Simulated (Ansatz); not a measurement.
Start from `BOB1CO1` and change one atom or group to get `C[Se]B1CO1`.

Ansatz, PBE0-D4/def2-TZVP geometries, multiplicity 1. Each molecule was computed in one conformer, which needn't be the lowest.

Scalar relativity is left out up to krypton.

| property | `BOB1CO1` |
| --- | --- |
| LUMO energy (PBE0/def2-TZVPP) / eV | -1.19 |
| HOMO–LUMO gap (ωB97M-V/def2-TZVPP) / eV | 11.47 |
| HOMO energy (B3LYP/def2-TZVPP) / eV | -8.13 |
| size of the dipole moment (B3LYP/def2-TZVPP) / D | 1.03 |
| LUMO energy (ωB97M-V/def2-TZVPP) / eV | 0.77 |
| LUMO energy (B3LYP/def2-TZVPP) / eV | -1.45 |

(1) Give the same properties after the change, and the shifts. (Estimate.)

Answers

(1) The calculation gave: 
| property | `C[Se]B1CO1` | shift |
| --- | --- | --- |
| LUMO energy (PBE0/def2-TZVPP) / eV | 0.00 | 1.19 |
| HOMO–LUMO gap (ωB97M-V/def2-TZVPP) / eV | 10.98 | -0.49 |
| HOMO energy (B3LYP/def2-TZVPP) / eV | -6.90 | 1.23 |
| size of the dipole moment (B3LYP/def2-TZVPP) / D | 2.80 | 1.77 |
| LUMO energy (ωB97M-V/def2-TZVPP) / eV | 1.71 | 0.94 |
| LUMO energy (B3LYP/def2-TZVPP) / eV | -0.27 | 1.18 |

Dipoles are sizes alone; their direction can turn.

B3LYP here is the variant with VWN-RPA as its local correlation; programs differ in this.

Spin–orbit coupling is left out; it splits and shifts lone-pair levels of the heavy atoms by tenths of an eV.
